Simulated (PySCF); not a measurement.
Species: C3H10AsB.
Cartesian coordinates in Å at the PBE0-D3(BJ)/def2-SVP level; atoms count from 1:
```
atom  x, y, z in Å
B1     2.4318    0.1264   -0.6675
As2    1.0641   -0.2041    0.7050
C3    -0.6812   -0.3639   -0.2415
C4    -1.7157   -0.9660    0.6964
C5    -1.0917    1.0038   -0.7629
H6     3.5557   -0.2767   -0.4875
H7     2.2007    0.8726   -1.5898
H8     1.3336   -1.6533    1.0621
H9    -0.5225   -1.0451   -1.0916
H10   -1.4224   -1.9677    1.0461
H11   -2.6873   -1.0645    0.1833
H12   -1.8698   -0.3314    1.5843
H13   -1.2383    1.7192    0.0627
H14   -0.3418    1.4279   -1.4476
H15   -2.0439    0.9327   -1.3147
```

Method used: PBE0-D3(BJ)/def2-SVP geometry optimisation, gas phase (PySCF 2.14.0).

Masses are those of the commonest isotopes; rigid-rotor values at the optimised geometry. The values belong to one conformer with, in the numbering `[BH2:1][AsH:2][CH:3]([CH3:4])[CH3:5]`, H–B1–As2–C3 -149° and 41°, B1–As2–C3–C4 166°.

(1) Give the principal moments of inertia and the rotational constants in GHz.

(2) Classify the top.

(3) What does the inertial defect say?

(4) List the rotational levels J(Ka,Kc) to J = 2 (cm⁻¹).

(5) Predict some low-J microwave lines.

## Answers

(1) Ia = 96.40, Ib = 232.81, Ic = 295.37 u·Å²; 505379 MHz·u·Å²/I gives 5243, 2171 and 1711 MHz, that is A = 5.2428, B = 2.1708, C = 1.7110 GHz.

(2) An asymmetric top: κ = (2 × 2171 − 5243 − 1711)/(5243 − 1711) = -0.74.

(3) Not planar: Δ = Ic − Ia − Ib = -33.83 u·Å². For a rigid frame Δ = −2 Σ m c², so Σ m c² = 16.92 u·Å² lies off the ab plane: 7.53 from hydrogen and 9.38 from heavier atoms. The atom farthest from that plane is 1.50 Å away.

(4) Above 0(0,0):
J = 1: 1(0,1) 0.1295, 1(1,1) 0.2320, 1(1,0) 0.2473
J = 2: 2(0,2) 0.3869, 2(1,2) 0.4756, 2(1,1) 0.5216, 2(2,1) 0.8290, 2(2,0) 0.8306
Those of J = 1 are B + C, A + C and A + B.

(5) The dipole components are |μa| = 1.36 D, |μb| = 0.01 D, |μc| = 0.63 D. Intensities carry the squares of the components, which stand as 1.00 : 0.00 : 0.21 (a : b : c). Some lines, for components of 0.1 D or more:

```json
{"type": "a", "branch": "Q", "J(Ka,Kc)": "1(1,0) ← 1(1,1)", "MHz": "460", "lower level (cm⁻¹)": "0.232"}
{"type": "a", "branch": "Q", "J(Ka,Kc)": "2(1,1) ← 2(1,2)", "MHz": "1379", "lower level (cm⁻¹)": "0.476"}
{"type": "c", "branch": "Q", "J(Ka,Kc)": "3(1,3) ← 3(0,3)", "MHz": "2130", "lower level (cm⁻¹)": "0.769"}
{"type": "c", "branch": "Q", "J(Ka,Kc)": "2(1,2) ← 2(0,2)", "MHz": "2660", "lower level (cm⁻¹)": "0.387"}
{"type": "a", "branch": "Q", "J(Ka,Kc)": "3(1,2) ← 3(1,3)", "MHz": "2756", "lower level (cm⁻¹)": "0.840"}
{"type": "c", "branch": "Q", "J(Ka,Kc)": "1(1,1) ← 1(0,1)", "MHz": "3072", "lower level (cm⁻¹)": "0.129"}
{"type": "a", "branch": "R", "J(Ka,Kc)": "2(1,2) ← 1(1,1)", "MHz": "7304", "lower level (cm⁻¹)": "0.232"}
{"type": "c", "branch": "R", "J(Ka,Kc)": "1(1,0) ← 0(0,0)", "MHz": "7414", "lower level (cm⁻¹)": "0.000"}
{"type": "a", "branch": "R", "J(Ka,Kc)": "2(0,2) ← 1(0,1)", "MHz": "7716", "lower level (cm⁻¹)": "0.129"}
{"type": "a", "branch": "R", "J(Ka,Kc)": "2(1,1) ← 1(1,0)", "MHz": "8223", "lower level (cm⁻¹)": "0.247"}
{"type": "c", "branch": "Q", "J(Ka,Kc)": "3(2,2) ← 3(1,2)", "MHz": "8558", "lower level (cm⁻¹)": "0.932"}
{"type": "c", "branch": "Q", "J(Ka,Kc)": "2(2,1) ← 2(1,1)", "MHz": "9216", "lower level (cm⁻¹)": "0.522"}
{"type": "a", "branch": "R", "J(Ka,Kc)": "3(1,3) ← 2(1,2)", "MHz": "10927", "lower level (cm⁻¹)": "0.476"}
{"type": "a", "branch": "R", "J(Ka,Kc)": "3(0,3) ← 2(0,2)", "MHz": "11457", "lower level (cm⁻¹)": "0.387"}
{"type": "a", "branch": "R", "J(Ka,Kc)": "3(2,2) ← 2(2,1)", "MHz": "11646", "lower level (cm⁻¹)": "0.829"}
{"type": "c", "branch": "R", "J(Ka,Kc)": "2(1,1) ← 1(0,1)", "MHz": "11755", "lower level (cm⁻¹)": "0.129"}
{"type": "a", "branch": "R", "J(Ka,Kc)": "3(1,2) ← 2(1,1)", "MHz": "12304", "lower level (cm⁻¹)": "0.522"}
{"type": "c", "branch": "Q", "J(Ka,Kc)": "3(3,1) ← 3(2,1)", "MHz": "16302", "lower level (cm⁻¹)": "1.225"}
{"type": "c", "branch": "R", "J(Ka,Kc)": "3(1,2) ← 2(0,2)", "MHz": "16343", "lower level (cm⁻¹)": "0.387"}
{"type": "c", "branch": "R", "J(Ka,Kc)": "3(2,1) ← 2(1,1)", "MHz": "21097", "lower level (cm⁻¹)": "0.522"}
{"type": "c", "branch": "R", "J(Ka,Kc)": "3(2,2) ← 2(1,2)", "MHz": "22241", "lower level (cm⁻¹)": "0.476"}
{"type": "c", "branch": "R", "J(Ka,Kc)": "3(3,0) ← 2(2,0)", "MHz": "28139", "lower level (cm⁻¹)": "0.831"}
{"type": "c", "branch": "R", "J(Ka,Kc)": "3(3,1) ← 2(2,1)", "MHz": "28183", "lower level (cm⁻¹)": "0.829"}
```

Not checked by PBE0-D3(BJ)/def2-SVP frequencies. These are rigid-rotor constants of the computed structure; measured ground-state constants (B0) also hold zero-point vibration. A rigid rotor knows nothing of internal rotation, which can split or shift real lines. Quadrupole hyperfine structure (11B, 75As) is left out.
